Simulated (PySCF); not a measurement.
Compound: C7H10N (charge +1).
SMILES: `c1[n+](cc(C)cc1)C`

The geometry is computed with GFN2-xTB (gas phase).

Masses are those of the commonest isotopes; rigid-rotor values at the optimised geometry. 

**Question.** Give the principal moments of inertia and the rotational constants in GHz.

**Answer.** Ia = 137.31, Ib = 274.62, Ic = 405.67 u·Å²; 505379 MHz·u·Å²/I gives 3680, 1840 and 1246 MHz, that is A = 3.6805, B = 1.8403, C = 1.2458 GHz.

**Question.** What kind of rotor is it?

**Answer.** An asymmetric top: κ = (2 × 1840 − 3680 − 1246)/(3680 − 1246) = -0.51.

**Question.** What does the inertial defect say?

**Answer.** Not planar: Δ = Ic − Ia − Ib = -6.26 u·Å². For a rigid frame Δ = −2 Σ m c², so Σ m c² = 3.13 u·Å² lies off the ab plane, practically all of it from hydrogen. The atom farthest from that plane is 1.04 Å away.

**Question.** Give the coordinates in the principal-axis frame, origin at the centre of mass.

**Answer.** The sense of each axis is arbitrary; atoms in the order of the calculation.
| atom | mass (u) | a (Å) | b (Å) | c (Å) |
| --- | --- | --- | --- | --- |
| C1 | 12.000 | 2.505 | -1.037 | 0.005 |
| C2 | 12.000 | 1.225 | -0.281 | -0.008 |
| C3 | 12.000 | 1.197 | 1.117 | -0.002 |
| C4 | 12.000 | -0.020 | 1.777 | 0.003 |
| C5 | 12.000 | -1.192 | 1.046 | 0.001 |
| N6 | 14.003 | -1.161 | -0.289 | -0.005 |
| C7 | 12.000 | -2.389 | -1.053 | 0.006 |
| C8 | 12.000 | 0.007 | -0.944 | -0.009 |
| H9 | 1.008 | 2.394 | -2.017 | -0.452 |
| H10 | 1.008 | 3.287 | -0.486 | -0.510 |
| H11 | 1.008 | 2.832 | -1.184 | 1.035 |
| H12 | 1.008 | 2.121 | 1.674 | -0.003 |
| H13 | 1.008 | -0.066 | 2.854 | 0.005 |
| H14 | 1.008 | -2.159 | 1.526 | 0.002 |
| H15 | 1.008 | -2.507 | -1.556 | 0.967 |
| H16 | 1.008 | -2.368 | -1.810 | -0.778 |
| H17 | 1.008 | -3.246 | -0.403 | -0.155 |
| H18 | 1.008 | -0.038 | -2.023 | -0.012 |

**Question.** List the rotational levels J(Ka,Kc) to J = 3 (cm⁻¹).

**Answer.** Above 0(0,0):
J = 1: 1(0,1) 0.1029, 1(1,1) 0.1643, 1(1,0) 0.1842
J = 2: 2(0,2) 0.3047, 2(1,2) 0.3504, 2(1,1) 0.4099, 2(2,1) 0.5940, 2(2,0) 0.5981
J = 3: 3(0,3) 0.5983, 3(1,3) 0.6271, 3(1,2) 0.7456, 3(2,2) 0.9028, 3(2,1) 0.9222, 3(3,1) 1.2617, 3(3,0) 1.2622
Those of J = 1 are B + C, A + C and A + B.

Not checked by GFN2-xTB frequencies. These are rigid-rotor constants of the computed structure; measured ground-state constants (B0) also hold zero-point vibration.
